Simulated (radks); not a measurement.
Results of a calculation; reference values are marked as such.
Q: The krypton ion Kr24+, 12 electrons, occupied as [Ne] 3s2. Level of theory: Dirac Kohn-Sham, PBE, spin-unpolarised, spherical densities, finite nucleus; Fermi nuclear charge, rms radius 4.1884 fm (a radial shooting solver on a logarithmic mesh with Libxc functionals). Some entries of the table are withheld. Estimate them.

orbital  occ.  eigenvalue (eV)  <1/r> (bohr^-1)  <r> (bohr)
1s1/2       2        -15286.50            36.78     0.04147
2s1/2       2        -2941.217            8.364      0.1803
2p1/2       2              (1)            8.314      0.1544
2p3/2       4              (2)            8.029      0.1582
3s1/2       2        -1132.323            3.320         (3)
3p1/2       0              (4)              (5)      0.4295
3p3/2       0              (6)              (7)      0.4352
4s1/2       0        -593.6521            1.771      0.8347

A: 
(1) 2p1/2 eigenvalue (eV): -2774.184
(2) 2p3/2 eigenvalue (eV): -2718.494
(3) 3s1/2 <r> (bohr): 0.4458
(4) 3p1/2 eigenvalue (eV): -1076.552
(5) 3p1/2 <1/r> (bohr^-1): 3.263
(6) 3p3/2 eigenvalue (eV): -1063.425
(7) 3p3/2 <1/r> (bohr^-1): 3.194
